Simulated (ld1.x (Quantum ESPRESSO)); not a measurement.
Logarithmic derivatives: bromine (Br), RRKJ

```
Element                 : Br (Z = 35)
Generator               : ld1.x (Quantum ESPRESSO) 7.5
Type                    : norm-conserving RRKJ (Kleinman–Bylander form)
Functional              : PBE
Relativity              : scalar-relativistic
Frozen core             : [Ar] 3d10
Valence charge          : 7
Reference configuration : 4s2 4p5
Partial waves           : 4p (bound): rc 1.80 bohr; 4d channel at 0.25 Ry: rc 1.80 bohr; 4s (bound): rc 1.30 bohr
Local potential         : the s channel
Core correction         : a·sin(br)/r model core, default radius (core density twice the valence density)
```

The phase is arctan(r·u′/u) with u = r·R(r), unwrapped; energies in Ry, scanned from -3 to 5 Ry. A pole is an energy at which the radial function vanishes at the test radius. The pseudo phase is shifted by a multiple of π to meet the all-electron one at the reference energy, and phase errors are pseudo minus all-electron; the curves can meet again beyond the range given. Levels narrower than the energy grid can be missing from the lists of poles.

```
channel  radius (bohr)  reference energy (Ry)  poles, all-electron  poles, pseudo  unbroken range about the reference energy with phases within 0.05 rad  phase error 1 Ry above the reference energy (rad)
      s           1.94                  -1.48                 0.64           0.60                                                              below 4.1                                             -0.001
      p           1.94                  -0.58                 2.36           2.45                                                        the whole range                                             +0.002
      d           1.94                   0.25                 none           none                                                        the whole range                                             -0.004
```

Phases in the s channel:

```tsv
E (Ry)	all-electron	pseudo
-3.00	0.926	0.923
-2.52	0.625	0.622
-2.04	-0.044	-0.046
-1.56	-0.818	-0.818
-1.08	-1.199	-1.199
-0.60	-1.376	-1.377
-0.12	-1.476	-1.478
0.36	-1.541	-1.544
0.84	-1.589	-1.594
1.32	-1.628	-1.635
1.80	-1.663	-1.671
2.28	-1.695	-1.706
2.76	-1.727	-1.744
3.24	-1.762	-1.786
3.72	-1.801	-1.837
4.20	-1.849	-1.906
4.68	-1.910	-2.007
```
